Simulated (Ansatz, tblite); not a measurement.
Spin states of TiS3⁻ (the lowest doublet isomer of a short search), each relaxed with PBE0-D4/def2-SVPD in Ansatz. Electronic energies in the gas phase.

The xTB rows come from tblite. HSE06 is defined as in plane-wave codes, on full-range PBE exchange. Correlated methods freeze 20 core orbitals; core or outer-core shells of Ti are correlated, in sets that lack core-valence functions. The rows differ in basis, and correlated rows in double-zeta sets carry the largest basis error. In CCSD on the charge -1 doublet the largest single amplitude is 0.20, so its Hartree–Fock determinant may place the open shell otherwise than the density functionals do. HOMO above LUMO, or a gap near zero within one spin, warns that the state may not be the lowest or that an electron is smeared out. The structure comes from a short search, and lower isomers may exist.

Doublet geometry:

```
atom    x (Å)    y (Å)    z (Å)
 Ti1   0.0014  -0.0061  -0.0530
  S2  -2.1525   0.2217  -0.0674
  S3   1.2730   1.7448  -0.1475
  S4   0.8781  -1.9605   0.2679
```

Quartet geometry (C2v within 0.1 Å):

```xyz
4

Ti    0.107   -0.043    0.084
S     1.970   -0.821    1.440
S    -2.041   -0.504    0.070
S    -0.036    1.368   -1.594
```

Run but left out: HF/STO-3G (doublet: a determinant that CCSD turns far, T1 0.070); HF/def2-SVPD, HF/def2-TZVPD, PBE-QIDH/def2-TZVPD, MP2/def2-SVPD, MP2/def2-TZVPD (doublet: ⟨S²⟩ 0.95 to 1.30, where a pure state has 0.75).

Only these spin states were relaxed.

```csv
level,quartet − doublet (kJ/mol),lowest of these
GFN1-xTB,196.1,doublet
r2SCAN-D4/def2-TZVPD,183.0,doublet
PBE0-D4/def2-TZVPD,158.5,doublet
HSE06-D4/def2-TZVPD,160.1,doublet
CAM-B3LYP-D4/def2-TZVPD,134.7,doublet
ωB97M-V/def2-TZVPD,141.0,doublet
```

Q: Estimate the rows for GFN2-xTB, PBE-D4/def2-TZVPD, BHLYP-D4/def2-TZVPD, RPA@PBE/def2-TZVPD, CCSD/def2-SVPD, CCSD(T)/def2-SVPD.

A: 
```tsv
level	quartet − doublet (kJ/mol)	lowest of these	remarks
GFN2-xTB	140.8	doublet	–
PBE-D4/def2-TZVPD	201.3	doublet	HOMO above zero (quartet), gap within one spin near zero (quartet)
BHLYP-D4/def2-TZVPD	97.8	doublet	spin-contaminated (⟨S²⟩ 0.84) (doublet)
RPA@PBE/def2-TZVPD	173.4	doublet	–
CCSD/def2-SVPD	115.0	doublet	large T1 (0.070) (doublet), spin-contaminated (⟨S²⟩ 1.30) (doublet), spin-contaminated (⟨S²⟩ 3.87) (quartet)
CCSD(T)/def2-SVPD	162.1	doublet	large T1 (0.070) (doublet), spin-contaminated (⟨S²⟩ 1.30) (doublet), spin-contaminated (⟨S²⟩ 3.87) (quartet)
```

The xTB methods have no spin-polarisation term.

Q: How do the metal–ligand distances follow the spin state?

A: 
```tsv
state	donor atoms	mean metal–ligand distance (Å)	range (Å)	Mulliken spin on the metal (PBE0)
doublet	3	2.166	2.17–2.17	-0.39
quartet	3	2.276	2.20–2.43	1.02
```

⟨S²⟩ at PBE0-D4/def2-TZVPD: doublet 0.79 (pure 0.75), quartet 3.77 (pure 3.75).
